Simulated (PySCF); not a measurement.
## Two-component Hartree-Fock for In- (indium, charge -1)

Start: [Kr] 4d10 5s2 5p2; 5p1/2 filled at m_j = -1/2, +1/2. Calculated with PySCF 2.14 in x2c-TZVPPall-2c with one added diffuse shell each of s, p, d, f type (9s10p6d3f, 90 functions): generalised Hartree-Fock with the X2C-1e Hamiltonian and a Gaussian nucleus; spin-orbit coupling (SO) screened by Boettger's factors.

| spinor shell | electrons | ε, screened SO (eV) | weight of nominal j (screened SO) | rms radius, screened SO (bohr) |
| --- | --- | --- | --- | --- |
| 1s1/2 | 2 | -28074.0 | 1.000 | 0.0340 |
| 2s1/2 | 2 | -4289.7 | 1.000 | 0.139 |
| 2p1/2 | 2 | -3989.4 | 1.000 | 0.120 |
| 2p3/2 | 4 | -3776.3 | 1.000 | 0.125 |
| 3s1/2 | 2 | -848.84 | 1.000 | 0.371 |
| 3p1/2 | 2 | -726.25 | 1.000 | 0.365 |
| 3d3/2 | 4 | -471.33 | 1.000 | 0.350 |
| 3d5/2 | 6 | -463.35 | 1.000 | 0.353 |
| 4s1/2 | 2 | -139.16 | 1.000 | 0.907 |
| 4p1/2 | 2 | -97.005 | 1.000 | 0.971 |
| 4p3/2 | 4 | -89.945 | 1.000 | 1.00 |
| 4d3/2 | 4 | -22.934 | 0.999 | 1.27 |
| 4d5/2 | 6 | -21.954 | 0.999 | 1.28 |
| 5s1/2 | 2 | -5.919 | 0.999 | 3.08 |
| 5p1/2 | 2 | -0.537 | 0.579 | 5.33 |

Question: Where does 3p3/2 lie, and what is the 3p spin-orbit splitting (screened SO)?

Answer: At -686.41 eV, 39.838 eV above 3p1/2.

```
   quantity  screened SO
E (hartree)  -5878.90984
        M_J            0
       ⟨J²⟩        1.581
       ⟨L²⟩        2.030
       ⟨S²⟩        1.997
```

The determinant has a definite M_J but mixes levels of different J.

Each row is a mean over spinors that exchange with the open shell spreads, by up to 2.069 eV (5s1/2).

Rows whose weight is well below 1 are mixtures of j = l ± 1/2: exchange outweighs spin-orbit coupling there, and the label is only the starting occupation.

Breit and QED terms are absent; they matter most for the inner s and p1/2 levels.

Densities and radii are taken from the X2C orbitals without a picture-change correction, which distorts them close to the nucleus.
